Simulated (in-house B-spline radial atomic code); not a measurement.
# Ti³⁺: [Ar] 5g1 (an excited or competing configuration)

Level of theory: Dirac-Hartree-Fock, average of configuration, Fermi nucleus of rms radius 3.5921 fm; calculated with a B-spline radial code for spherical atoms.

Screening seen three ways: the hydrogenic charge with the same mean radius, Z_r = [3n² - l(l+1)]/(2<r>), the one with the same energy, Z_e = n√(-2ε), and Slater's rules. Values are occupation-weighted means over j.

```csv
shell,electrons,ε (eV),<r> (bohr),Z_r,Z_e,Slater
1s,2,-5069.9,0.06954,21.57,19.30,21.70
2s,2,-641,0.3222,18.62,13.73,17.85
2p,6,-536.51,0.2884,17.34,12.56,17.85
3s,2,-126.34,0.9749,13.85,9.14,10.75
3p,6,-95.064,1.032,12.12,7.93,10.75
5g,1,-8.7095,6.871,4.00,4.00,-
```

The least bound orbital is 5g9/2 at -8.709 eV, and it is also the most diffuse (<r> = 6.871 bohr).

Spin-orbit splittings of the orbital energies (j = l + 1/2 above j = l - 1/2 when positive): 2p 5.895 eV, 3p 0.7719 eV, 5g 6.643e-05 eV.

For the 1s electron the small component carries 0.621 % of the norm, the zero-frequency Breit interaction raises the level by 4.909 eV, self-energy by 2.319 eV, and vacuum polarisation lowers it by 0.1802 eV.
